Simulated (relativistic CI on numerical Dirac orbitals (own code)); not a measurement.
## Ru6+: resonant inelastic scattering at the L2,3 edge

Computed with this model: Dirac-Coulomb-Breit CI, KLI orbitals optimised for each configuration, model QED, valence Slater integrals scaled by 0.8, Kramers-Heisenberg scattering through one core-hole configuration in a parametric crystal field; configurations [Kr] 4d2 → [He] 2s2 2p5 3s2 3p6 3d10 4s2 4p6 4d3; 300 K; core-hole width 2.4 eV; summed over polarisations. Incident energies are the highest absorption maxima for each field (at most a few, so the weaker spin-orbit partner edge can be absent), on the computed scale of the free ion. Intensities are in per cent of the strongest line above 0.02 eV; levels within 1 cm⁻¹ are merged; final levels count from the ground level, the first row holds all elastic scattering, lines under 0.4 are left out and each table stops after 24 rows. The scale of the Slater integrals is a model choice and moves the terms in proportion.

Field parameters in Wybourne normalisation: Td as Oh with Dq negative (B⁴₀ = 21Dq, B⁴₄ = √(5/14) B⁴₀). The field is a parameter set, without covalency.

S is read from ⟨S²⟩ = S(S + 1).

Td, 10Dq = -3800 cm⁻¹:

```
Final level (eV)  Degeneracy  Irrep     S  2852.5 eV  2979.8 eV  2981.3 eV
           0.000           3     T2  0.99     5032.5      319.2      413.9
           0.370           2      E  0.97       48.8       72.3       48.5
           0.545           1     A2  1.00       12.5        5.9        2.6
           0.596           3     T2  0.99       98.5       47.2       38.6
           0.621           3     T1  1.00       44.0       28.6       30.3
           0.960           3     T2  1.00       31.3        4.9        5.2
           1.076           2      E  0.99       12.1        3.7        3.1
           1.174           3     T1  0.99       27.6       18.1       10.6
           1.232           1     A1  0.98       13.4       21.8       22.1
           1.718           2      E  0.24       70.5       22.7       53.9
           1.984           3     T2  0.46      100.0       17.2       41.5
           2.078           1     A1  0.99       22.1       46.4       48.9
           2.216           3     T1  1.00       34.1       31.3       11.2
           2.462           2      E  0.92        9.7        6.2        5.9
           2.582           3     T2  0.76       16.8        3.0        3.2
           2.592           1     A1  0.04       20.5        7.7       23.4
           2.742           3     T1  0.03       27.9        8.8       35.7
           3.030           2      E  0.06        0.8        0.4        0.7
           3.078           3     T2  0.04        1.7        0.3        1.1
           6.077           1     A1  0.03        3.2        3.5        7.7
```

Td, 10Dq = -8550 cm⁻¹:

```
Final level (eV)  Degeneracy  Irrep     S  2852.6 eV  2980.3 eV
           0.000           3     T2  1.00     5106.7      541.6
           0.932           2      E  0.91       25.5       69.7
           1.051           1     A2  1.00       10.2        4.6
           1.096           3     T2  0.99      100.0       73.1
           1.152           3     T1  1.00       57.8       39.7
           1.717           2      E  0.62       73.0       26.5
           1.756           3     T2  1.00       87.1       14.1
           1.896           2      E  0.74       57.2       14.7
           1.950           3     T1  0.99       59.6       40.0
           1.952           1     A1  0.95       20.6       51.8
           2.590           3     T2  0.34       81.6       20.8
           2.795           1     A1  0.13       28.5       17.2
           2.931           1     A1  0.99        5.2       13.8
           2.995           3     T1  0.95       32.8       17.6
           3.161           2      E  0.98       18.8        4.1
           3.267           3     T1  0.16       34.1       18.1
           3.275           3     T2  0.84       17.1        3.7
           4.068           2      E  0.04        1.3        0.2
           4.107           3     T2  0.04        1.6        0.2
           6.914           1     A1  0.02        1.3        2.0
```

For the first field the strongest loss at the lowest incident energy is the level at 1.98 eV (S = 0.46, against 0.99 in the thermal ground state). Levels of other spin, the first over 8 % at 1.72 eV, appear because spin-orbit coupling of the core hole, and in heavier ions of the valence shell too, mixes spins.
